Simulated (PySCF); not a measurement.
**Mass spectrum arithmetic for BH7SeSi2**

Species: BH7SeSi2.

All values are calculated from tables of isotopes.

Problem. Molar mass and exact mass?

Solution. For BH7SeSi2, with standard atomic weights, 1 × 10.810 + 2 × 28.085 + 1 × 78.971 + 7 × 1.008 = 153.007 g/mol. From the most abundant isotopes (11B, 28Si, 80Se, 1H), 1 × 11.009305 + 2 × 27.976927 + 1 × 79.916521 + 7 × 1.007825 = 153.9345 u.

Problem. Give the isotope pattern of the molecular ion M+•, merging species of the same nominal mass.

Solution. 
```json
{"nominal mass": "147", "m/z (centroid)": "146.9435", "relative intensity": "0.4"}
{"nominal mass": "148", "m/z (centroid)": "147.9399", "relative intensity": "1.7"}
{"nominal mass": "149", "m/z (centroid)": "148.9402", "relative intensity": "4.6"}
{"nominal mass": "150", "m/z (centroid)": "149.9374", "relative intensity": "22.0"}
{"nominal mass": "151", "m/z (centroid)": "150.9377", "relative intensity": "28.2"}
{"nominal mass": "152", "m/z (centroid)": "151.9348", "relative intensity": "49.3"}
{"nominal mass": "153", "m/z (centroid)": "152.9369", "relative intensity": "29.9"}
{"nominal mass": "154", "m/z (centroid)": "153.9339", "relative intensity": "100.0"}
{"nominal mass": "155", "m/z (centroid)": "154.9347", "relative intensity": "15.6"}
{"nominal mass": "156", "m/z (centroid)": "155.9332", "relative intensity": "23.7"}
{"nominal mass": "157", "m/z (centroid)": "156.9333", "relative intensity": "2.3"}
{"nominal mass": "158", "m/z (centroid)": "157.9308", "relative intensity": "1.3"}
```

Cut off at 0.1 %. One electron mass, 0.00055 u, is taken off. Abundances used (%; other tables differ somewhat): 10B 19.9, 11B 80.1; 28Si 92.2297, 29Si 4.6832, 30Si 3.0872; 74Se 0.89, 76Se 9.37, 77Se 7.63, 78Se 23.77, 80Se 49.61, 82Se 8.73; 1H 99.9885, 2H 0.0115.

Problem. Elemental analysis, calculated?

Solution. B 7.07 %, Si 36.71 %, Se 51.61 %, H 4.61 %.

Problem. Which m/z would the protonated, sodiated and deprotonated molecule have?

Solution. [M+H]+ 154.9417, [M+Na]+ 176.9237, [M−H]− 152.9272, for the monoisotopic species (arithmetic only; whether such ions form is another matter).

Problem. Protons, neutrons, electrons, and exact less nominal mass of the monoisotopic species?

Solution. 74 protons, 80 neutrons and 74 electrons; 153.9345 − 154 = -0.0655 u.
